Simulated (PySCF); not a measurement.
**Correlation energy of Al (aluminium, neutral)**

[Ne] 3s2 3p1, 2P determinant. Calculation: PySCF 2.14, in x2c-TZVPPall (5s5p3d1f, 42 functions); scalar relativity by spin-free X2C-1e. Frozen: 1s2; 11 electrons correlated.

| level | correlation energy (mhartree) |
| --- | --- |
| CCSD | -201.56 |
| (T) | -3.18 |
| CCSD(T) | -204.74 |

Diagnostics: T1 = 0.011, D1 = 0.0442, largest double amplitude 0.094.

Question: Is a single reference adequate?

Answer: Mostly. T1 lies below 0.03, but a double amplitude of this size points to a near-degeneracy that CCSD handles and MP2 describes poorly.

This basis was not built for core-valence correlation, so the inner-shell part is incomplete.
